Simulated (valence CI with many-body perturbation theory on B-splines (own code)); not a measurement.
E1 transitions of Pt7+

Method: relativistic CI+MBPT: three valence electrons over a frozen Dirac-Fock core [Xe] 4f14, a basis of 7 s, 7 p, 8 d, 6 f, 4 g, 1 h functions for each j, with the one-electron correlation potential Σ1 (screened to all orders), the two-electron term Σ2, the three-electron term Σ3, Breit, model QED; selected single and double excitations, second order for the rest, scaled by the run's own slope (own B-spline code, finite nucleus).

No measured spectrum was set against this ion. As an estimate, terms of the open shell hold to 2 to 4 % of their energy, and close levels can change places; different configurations can be misplaced against each other by 1,000 to 8,000 cm⁻¹. The list stops below the first excitations out of the core.

Lines 301 to 350 of 436 in falling wavelength, among levels below 322260 cm⁻¹, chosen from the strongest by gf and those to the six lowest levels. Wavelengths and rates use the calculated energies, so an error of 2000 cm⁻¹ moves a line at 38.51 nm by 0.77 % and its rate by three times that or more. Electric multipoles are in the length gauge, E1 and E2 with the static RPA response of the core. Weak lines are less certain than strong ones. Lines between different terms over intervals too small for the method are left out, as are lines whose strength nearly cancels. The highest levels of a list are the least certain.

Levels are named by their leading jj configuration (3d3/2^4 stands for four electrons in 3d with j = 3/2), which in mixed levels can hold well under half, so a name can repeat and another be missing. Letters in brackets count levels of one name in rising energy.

| λ vac (nm) | Upper | Lower | A (s⁻¹) | S (a.u.) with core polarisation | S without |
| --- | --- | --- | --- | --- | --- |
| 38.51 | (5d3/2^2 6p1/2) J=5/2 | (5d3/2^2 5d5/2) J=5/2 | 9.70e+06 | 1.64e-03 | 1.93e-03 |
| 38.46 | (5d5/2^2 6p1/2) J=7/2 | (5d3/2 5d5/2^2) J=7/2 [b] | 3.99e+08 | 8.96e-02 | 1.15e-01 |
| 38.42 | (5d3/2^2 6p3/2) J=7/2 | (5d3/2 5d5/2^2) J=5/2 [b] | 2.60e+07 | 5.82e-03 | 7.59e-03 |
| 38.37 | (5d5/2^2 6p1/2) J=3/2 | (5d5/2^3) J=3/2 | 1.90e+08 | 2.12e-02 | 2.61e-02 |
| 38.35 | (5d5/2^2 6p1/2) J=9/2 | (5d3/2 5d5/2^2) J=7/2 [b] | 3.31e+08 | 9.23e-02 | 1.06e-01 |
| 38.27 | (5d5/2^2 6p1/2) J=5/2 | (5d5/2^3) J=3/2 | 7.38e+08 | 1.22e-01 | 1.50e-01 |
| 38.26 | (5d5/2^2 6p1/2) J=7/2 | (5d5/2^3) J=9/2 | 3.61e+08 | 7.98e-02 | 9.93e-02 |
| 38.19 | (5d5/2^2 6p1/2) J=7/2 | (5d3/2 5d5/2^2) J=5/2 [c] | 2.22e+09 | 4.87e-01 | 5.73e-01 |
| 38.18 | (5d3/2 5d5/2 6p1/2) J=3/2 [b] | (5d3/2 5d5/2^2) J=1/2 | 1.19e+08 | 1.30e-02 | 1.60e-02 |
| 38.15 | (5d5/2^2 6p1/2) J=9/2 | (5d5/2^3) J=9/2 | 1.08e+04 | 2.96e-06 | 2.09e-05 |
| 38.05 | (5d3/2 5d5/2 6p1/2) J=3/2 [a] | (5d3/2 5d5/2^2) J=5/2 [a] | 1.60e+08 | 1.74e-02 | 1.97e-02 |
| 37.92 | (5d3/2 5d5/2 6p1/2) J=3/2 [b] | (5d3/2 5d5/2^2) J=3/2 [a] | 4.46e+06 | 4.81e-04 | 3.34e-04 |
| 37.87 | (5d3/2 5d5/2 6p1/2) J=9/2 | (5d3/2 5d5/2^2) J=9/2 | 1.56e+07 | 4.17e-03 | 5.70e-03 |
| 37.87 | (5d3/2^2 6p3/2) J=3/2 | (5d3/2 5d5/2^2) J=1/2 | 1.67e+08 | 1.79e-02 | 2.18e-02 |
| 37.83 | (5d3/2 5d5/2 6p3/2) J=5/2 | (5d5/2^3) J=3/2 | 1.31e+08 | 2.10e-02 | 2.29e-02 |
| 37.81 | (5d3/2 5d5/2 6p1/2) J=5/2 [b] | (5d3/2 5d5/2^2) J=5/2 [a] | 4.42e+08 | 7.08e-02 | 8.49e-02 |
| 37.78 | (5d5/2^2 6p1/2) J=5/2 | (5d3/2 5d5/2^2) J=7/2 [b] | 2.95e+09 | 4.71e-01 | 5.81e-01 |
| 37.66 | (5d3/2 5d5/2 6p1/2) J=7/2 [b] | (5d3/2 5d5/2^2) J=5/2 [a] | 3.24e+09 | 6.82e-01 | 8.11e-01 |
| 37.65 | (5d3/2^2 6p1/2) J=3/2 | (5d3/2^2 5d5/2) J=5/2 | 3.05e+07 | 3.22e-03 | 3.76e-03 |
| 37.62 | (5d5/2^2 6p1/2) J=3/2 | (5d3/2 5d5/2^2) J=5/2 [c] | 7.15e+08 | 7.51e-02 | 9.04e-02 |
| 37.61 | (5d3/2^2 6p3/2) J=3/2 | (5d3/2 5d5/2^2) J=3/2 [a] | 1.39e+08 | 1.46e-02 | 1.75e-02 |
| 37.57 | (5d3/2 5d5/2 6p1/2) J=7/2 [b] | (5d3/2 5d5/2^2) J=9/2 | 9.97e+05 | 2.09e-04 | 2.51e-04 |
| 37.56 | (5d5/2^2 6p1/2) J=7/2 | (5d3/2 5d5/2^2) J=5/2 [b] | 7.36e+08 | 1.54e-01 | 1.86e-01 |
| 37.55 | (5d3/2 5d5/2 6p1/2) J=7/2 [a] | (5d3/2^2 5d5/2) J=9/2 | 1.76e+09 | 3.67e-01 | 4.52e-01 |
| 37.52 | (5d5/2^2 6p1/2) J=5/2 | (5d3/2 5d5/2^2) J=5/2 [c] | 4.02e+08 | 6.29e-02 | 7.77e-02 |
| 37.51 | (5d3/2 5d5/2 6p1/2) J=5/2 [b] | (5d3/2 5d5/2^2) J=7/2 [a] | 8.36e+08 | 1.31e-01 | 1.63e-01 |
| 37.47 | (5d3/2 5d5/2 6p3/2) J=9/2 | (5d3/2 5d5/2^2) J=7/2 [b] | 2.15e+06 | 5.59e-04 | 3.07e-04 |
| 37.43 | (5d3/2^2 6p3/2) J=5/2 | (5d3/2 5d5/2^2) J=3/2 [a] | 3.10e+06 | 4.82e-04 | 7.53e-04 |
| 37.43 | (5d3/2^2 6p1/2) J=1/2 | (5d3/2^2 5d5/2) J=1/2 | 6.98e+08 | 3.61e-02 | 4.20e-02 |
| 37.37 | (5d3/2 5d5/2 6p3/2) J=7/2 | (5d3/2 5d5/2^2) J=7/2 [b] | 7.11e+08 | 1.47e-01 | 1.76e-01 |
| 37.36 | (5d3/2 5d5/2 6p1/2) J=7/2 [b] | (5d3/2 5d5/2^2) J=7/2 [a] | 5.89e+07 | 1.21e-02 | 1.51e-02 |
| 37.35 | (5d3/2 5d5/2 6p3/2) J=5/2 | (5d3/2 5d5/2^2) J=7/2 [b] | 6.63e+07 | 1.02e-02 | 1.27e-02 |
| 37.28 | (5d3/2 5d5/2 6p3/2) J=9/2 | (5d5/2^3) J=9/2 | 1.30e+08 | 3.33e-02 | 3.95e-02 |
| 37.26 | (5d3/2^2 6p3/2) J=1/2 | (5d3/2 5d5/2^2) J=1/2 | 1.58e+07 | 8.06e-04 | 9.50e-04 |
| 37.25 | (5d3/2 5d5/2 6p1/2) J=3/2 [b] | (5d3/2 5d5/2^2) J=5/2 [a] | 2.96e+09 | 3.02e-01 | 3.54e-01 |
| 37.18 | (5d3/2 5d5/2 6p3/2) J=7/2 | (5d5/2^3) J=9/2 | 5.90e+08 | 1.20e-01 | 1.41e-01 |
| 37.18 | (5d3/2 5d5/2 6p1/2) J=5/2 [a] | (5d3/2^2 5d5/2) J=3/2 | 3.53e+09 | 5.37e-01 | 6.50e-01 |
| 37.12 | (5d3/2 5d5/2 6p3/2) J=7/2 | (5d3/2 5d5/2^2) J=5/2 [c] | 8.46e+07 | 1.71e-02 | 1.79e-02 |
| 37.10 | (5d3/2 5d5/2 6p3/2) J=5/2 | (5d3/2 5d5/2^2) J=5/2 [c] | 1.81e+09 | 2.74e-01 | 3.24e-01 |
| 37.07 | (5d3/2^2 6p1/2) J=5/2 | (5d3/2^3) J=3/2 | 2.11e+09 | 3.19e-01 | 3.85e-01 |
| 37.05 | (5d3/2 5d5/2 6p1/2) J=7/2 [a] | (5d3/2^2 5d5/2) J=7/2 | 8.49e+08 | 1.71e-01 | 2.09e-01 |
| 37.01 | (5d3/2^2 6p3/2) J=1/2 | (5d3/2 5d5/2^2) J=3/2 [a] | 1.74e+08 | 8.70e-03 | 1.02e-02 |
| 37.01 | (5d5/2^2 6p1/2) J=3/2 | (5d3/2 5d5/2^2) J=5/2 [b] | 3.49e+09 | 3.49e-01 | 4.29e-01 |
| 36.98 | (5d3/2^2 6p1/2) J=1/2 | (5d3/2^2 5d5/2) J=3/2 | 4.96e+08 | 2.47e-02 | 3.22e-02 |
| 36.95 | (5d3/2^2 6p3/2) J=3/2 | (5d3/2 5d5/2^2) J=5/2 [a] | 5.18e+07 | 5.15e-03 | 5.83e-03 |
| 36.92 | (5d5/2^2 6p1/2) J=9/2 | (5d3/2 5d5/2^2) J=11/2 | 2.58e+09 | 6.41e-01 | 7.92e-01 |
| 36.91 | (5d5/2^2 6p1/2) J=5/2 | (5d3/2 5d5/2^2) J=5/2 [b] | 1.28e+09 | 1.91e-01 | 2.23e-01 |
| 36.86 | (5d3/2 5d5/2 6p1/2) J=5/2 [a] | (5d3/2^2 5d5/2) J=7/2 | 1.81e+07 | 2.68e-03 | 3.22e-03 |
| 36.77 | (5d3/2^2 6p3/2) J=5/2 | (5d3/2 5d5/2^2) J=5/2 [a] | 6.56e+08 | 9.66e-02 | 1.12e-01 |
| 36.56 | (5d3/2^2 6p3/2) J=7/2 | (5d3/2 5d5/2^2) J=5/2 [a] | 3.39e+08 | 6.54e-02 | 7.38e-02 |
